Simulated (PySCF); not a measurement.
Input for PySCF: R-HF/3-21G on AlH3 (SMILES [AlH3]).

```python
from pyscf import gto, scf, dft, mp
from pyscf.data.elements import chemcore

mol = gto.M(
    atom='''
    Al    0.15416424    0.33256906    0.90957960
    H     1.05861000    1.63455962    1.00343385
    H    -1.37151095    0.45401939    1.38497158
    H     0.49958353   -0.77486270   -0.17499274
    ''',
    basis='3-21g',
    charge=0, spin=0, verbose=3, max_memory=1800)
mf = scf.RHF(mol)
mf.conv_tol = 1e-8
mf.max_cycle = 100
mf.kernel()
if not mf.converged:
    mf = mf.newton().run(mf.mo_coeff, mf.mo_occ)
```

It printed:

```
converged SCF energy = -242.279019902991
```

Self-consistency was reached.

Cost: roughly 0.08 core-seconds.
